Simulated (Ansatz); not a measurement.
Pulling on the Ge1–H3 bond in GeH4Se (SMILES [GeH3][SeH]) (multiplicity 1 held, fragments rigid). Energies count from the point at 1.537 Å.
Geometry at that point (charge 0, multiplicity 1):
| atom | x (Å) | y (Å) | z (Å) |
|---|---|---|---|
| Ge | -1.0910 | 0.3986 | 0.1388 |
| Se | 1.1127 | -0.4468 | -0.1569 |
| H | -1.3102 | 1.6431 | -0.7359 |
| H | -2.0123 | -0.7439 | -0.3094 |
| H | -1.3395 | 0.7445 | 1.6154 |
| H | 1.7428 | 0.7929 | 0.3247 |

Signs of static correlation in cc-pVDZ, with CASSCF(2,2), from Ansatz (an electronic-structure program) runs.

```tsv
R (Å)	T1 of restricted CCSD	⟨S²⟩ of UHF	largest double amplitude of restricted CCSD	weight of the CASSCF reference in MRCISD	CASSCF natural occupations
1.229	0.010	0.000	0.049	0.897	1.99 0.01
1.383	0.010	0.000	0.050	0.897	1.98 0.02
1.537	0.010	0.000	0.052	0.897	1.98 0.02
1.691	0.010	0.000	0.055	0.897	1.97 0.03
1.844	0.011	0.000	0.051	0.897	1.95 0.05
2.075	0.012	0.000	___	0.896	1.92 0.08
2.305	0.015	0.342	0.096	0.896	1.87 0.13
2.689	0.023	0.764	0.264	0.896	1.74 0.26
3.074	0.036	0.917	0.424	0.895	1.55 0.45
3.535	___	0.980	0.600	0.895	1.34 0.66
4.150	0.065	1.001	0.777	0.895	1.16 0.84
4.918	0.071	1.006	0.892	0.895	1.05 0.95
```

Question: Some entries are withheld; supply them.

Answer: 
- 2.075, largest double amplitude of restricted CCSD: 0.066
- 3.535, T1 of restricted CCSD: 0.051

Doubts at one or more of the structures used: a restricted determinant that unrestricted orbitals would lower (R-CCSD(T)/cc-pVDZ); other coupled-cluster roots lie near (R-CCSD(T)/cc-pVDZ); T1 above 0.05 (R-CCSD(T)/cc-pVDZ, U-CCSD(T)/cc-pVDZ); a spin-contaminated determinant (U-CCSD(T)/cc-pVDZ).
